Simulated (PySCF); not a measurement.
## Polarisability and C₆ of Mg (magnesium, neutral)

[Ne] 3s2, closed-shell 1S. Calculation: PySCF 2.14, in aug-cc-pVTZ with one added diffuse shell each of s, p, d, f type (7s6p4d3f, 66 functions); no relativity, point nucleus. Coupled (time-dependent) response in atomic units; α is the mean over directions.

```json
{"method": "UHF", "mean α (bohr³)": "81.31", "C₆ (like pair)": "761.6", "S(−4)": "3530"}
{"method": "PBE", "mean α (bohr³)": "74.20", "C₆ (like pair)": "661.4", "S(−4)": "2980"}
{"method": "PBE0", "mean α (bohr³)": "75.19", "C₆ (like pair)": "676.9", "S(−4)": "3027"}
{"method": "MN15", "mean α (bohr³)": "73.82", "C₆ (like pair)": "641.3", "S(−4)": "3094"}
```

S(−4) is the Cauchy moment in α(ω) = α(0) + S(−4) ω² + …

Reference α: 71.2 ± 0.4 bohr³ (recommended; Schwerdtfeger and Nagle, table of static dipole polarizabilities (2023 update)). Published C₆: 626.0 (Chu and Dalgarno (2004); Tang, Norbeck and Certain (1976)).

Hartree-Fock lies above the reference because it lacks correlation, which contracts the outer shell.

α(iu) at UHF:

```
u (hartree)  α(iu) (bohr³)
          0          81.31
     0.0500          73.36
      0.100          56.83
      0.200          30.16
      0.300          17.10
      0.500          7.314
      0.750          3.561
       1.00          2.135
       1.50          1.057
       2.00         0.6518
       3.00         0.3318
       5.00         0.1369
```

A single London oscillator, α(iu) = α/(1 + u²/ω²), gives C₆ = (3/4) ω α². Matching the computed C₆ needs ω = 4 × 761.6 / (3 × 81.31²) = 0.154 hartree.
